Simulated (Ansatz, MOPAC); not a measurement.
Species: 1,1,1-trifluoroethane, C2H3F3 (charge 0, singlet). SMILES: CC(F)(F)F

Atoms: C1, C2, F3, F4, F5, H6, H7, H8. Bonds: C1-C2, C1-H6, C1-H7, C1-H8, C2-F3, C2-F4, C2-F5.

Bond lengths (Å) and angles (degrees) optimised at PM7 with MOPAC; MNDO with MOPAC; HF/STO-3G with Ansatz (a quantum-chemistry and plane-wave program), each started from the B3LYP-D3(BJ)/def2-TZVP structure (Ansatz) of the last column. A row stands for all coordinates that are equal there. No wavenumbers were computed at MNDO, HF/STO-3G, so these may be saddle points.

```csv
coordinate,PM7,MNDO,HF/STO-3G,B3LYP-D3(BJ)/def2-TZVP
C1-C2,1.513,1.586,1.562,1.501
C1-H6,1.103,1.106,1.085,1.088
C2-F3,1.334,1.358,1.374,1.350
C1-C2-F3,114.3,112.6,111.2,111.8
F3-C2-F4,104.3,106.1,107.7,107.0
C2-C1-H6,111.8,110.1,109.5,109.3
H6-C1-H7,107.0,108.9,109.5,109.7
```

Mean signed difference of all 7 bond lengths from B3LYP-D3(BJ)/def2-TZVP: PM7 0.001 Å, MNDO 0.023 Å, HF/STO-3G 0.017 Å.
